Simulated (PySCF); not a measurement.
C2H6Se, triplet, at the geometry of the source list (a higher spin typed on purpose: for a closed-shell molecule this is an excited state); M06/def2-SV(P) (PySCF).

Here is a job for PySCF.
```python
from pyscf import gto, scf, dft

mol = gto.M(
    atom='''
C     1.455800   -0.052900    0.033900
Se    0.050900    0.470700   -1.214200
C    -1.456800    0.057000   -0.046900
H     1.402100   -1.125500    0.210300
H     2.411400    0.204500   -0.418700
H     1.327300    0.495600    0.965300
H    -1.379900   -0.977700    0.277400
H    -2.368000    0.203200   -0.617200
H    -1.443000    0.725100    0.810100
''',
    basis='def2-sv(p)',
    charge=0,
    spin=2,
    verbose=4,
)

mf = dft.UKS(mol)
mf.xc = 'm06'
mf.grids.level = 2
mf.kernel()
```

The log (banner, timings and long lists left out):

```
PySCF version 2.14.0

[INPUT] verbose = 4
[INPUT] num. atoms = 9
[INPUT] num. electrons = 52
[INPUT] charge = 0
[INPUT] spin (= nelec alpha-beta = 2S) = 2
[INPUT] symmetry False subgroup None
[INPUT] Mole.unit = angstrom
[INPUT] Symbol           X                Y                Z      unit          X                Y                Z       unit  Magmom
[INPUT]  1 C      1.455800000000  -0.052900000000   0.033900000000 AA    2.751063292142  -0.099966511989   0.064061715623 Bohr   0.0
[INPUT]  2 Se     0.050900000000   0.470700000000  -1.214200000000 AA    0.096187059740   0.889494086833  -2.294505460447 Bohr   0.0
[INPUT]  3 C     -1.456800000000   0.057000000000  -0.046900000000 AA   -2.752953018266   0.107714389100  -0.088628155242 Bohr   0.0
[INPUT]  4 H      1.402100000000  -1.125500000000   0.210300000000 AA    2.649584999253  -2.126886753198   0.397409403996 Bohr   0.0
[INPUT]  5 H      2.411400000000   0.204500000000  -0.418700000000 AA    4.556885576776   0.386448992474  -0.791228328355 Bohr   0.0
[INPUT]  6 H      1.327300000000   0.495600000000   0.965300000000 AA    2.508233485135   0.936548267334   1.824152628043 Bohr   0.0
[INPUT]  7 H     -1.379900000000  -0.977700000000   0.277400000000 AA   -2.607633079287  -1.847585231987   0.524210026954 Bohr   0.0
[INPUT]  8 H     -2.368000000000   0.203200000000  -0.617200000000 AA   -4.474871462970   0.383992348512  -1.166338964082 Bohr   0.0
[INPUT]  9 H     -1.443000000000   0.725100000000   0.810100000000 AA   -2.726874797747   1.370240412922   1.530867133510 Bohr   0.0

nuclear repulsion = 186.474584484957
number of shells = 36
number of NR pGTOs = 146
number of NR cGTOs = 72
basis = def2-sv(p)
ecp = {}

******** <class 'pyscf.dft.uks.UKS'> ********
method = UKS
initial guess = minao
damping factor = 0
level_shift factor = 0
DIIS = <class 'pyscf.scf.diis.CDIIS'>
diis_start_cycle = 1
diis_space = 8
diis_damp = 0
SCF conv_tol = 1e-09
SCF conv_tol_grad = None
SCF max_cycles = 50
direct_scf = True
direct_scf_tol = 1e-13
number electrons alpha = 27  beta = 25
XC library pyscf.dft.libxc version 7.1.2
    S. Lehtola, C. Steigemann, M. J. T. Oliveira, and M. A. L. Marques,  SoftwareX 7, 1–5 (2018)
XC functionals = m06
    Y. Zhao and D. G. Truhlar,  Theor. Chem. Acc. 120, 215 (2008)
    Y. Zhao and D. G. Truhlar,  Theor. Chem. Acc. 120, 215 (2008)
radial grids:
    Treutler-Ahlrichs [JCP 102, 346 (1995); DOI:10.1063/1.469408] (M4) radial grids

becke partition: Becke, JCP 88, 2547 (1988); DOI:10.1063/1.454033
pruning grids: <function nwchem_prune>
grids dens level: 2
symmetrized grids: False
atomic radii adjust function: <function treutler_atomic_radii_adjust>
small_rho_cutoff = 0
Set gradient conv threshold to 3.16228e-05
tot grids = 67728
init E= -2479.97933526783

cycle= 1 E= -2480.64449074162  delta_E= -0.665  |g|= 0.268  |ddm|= 3.84

cycle= 2 E= -2480.63723666972  delta_E= 0.00725  |g|= 0.29  |ddm|=  1.2

cycle= 3 E= -2480.68008296847  delta_E= -0.0428  |g|= 0.031  |ddm|= 0.872

cycle= 4 E= -2480.68069707754  delta_E= -0.000614  |g|= 0.00528  |ddm|= 0.122

cycle= 5 E= -2480.68072423045  delta_E= -2.72e-05  |g|= 0.00166  |ddm|= 0.0213

cycle= 6 E= -2480.68072585238  delta_E= -1.62e-06  |g|= 0.000795  |ddm|= 0.0133

cycle= 7 E= -2480.68072616085  delta_E= -3.08e-07  |g|= 0.000314  |ddm|= 0.00234

cycle= 8 E= -2480.68072621816  delta_E= -5.73e-08  |g|= 0.000166  |ddm|= 0.00165

cycle= 9 E= -2480.68072623541  delta_E= -1.73e-08  |g|= 2.95e-05  |ddm|= 0.000606

cycle= 10 E= -2480.68072623678  delta_E= -1.37e-09  |g|= 9.49e-06  |ddm|= 0.000315

cycle= 11 E= -2480.68072623693  delta_E= -1.46e-10  |g|= 4.42e-06  |ddm|= 0.000126

Extra cycle  E= -2480.68072623695  delta_E= -2.46e-11  |g|= 3.83e-06  |ddm|= 5.22e-05
converged SCF energy = -2480.68072623695  <S^2> = 2.0028305  2S+1 = 3.0018864
```
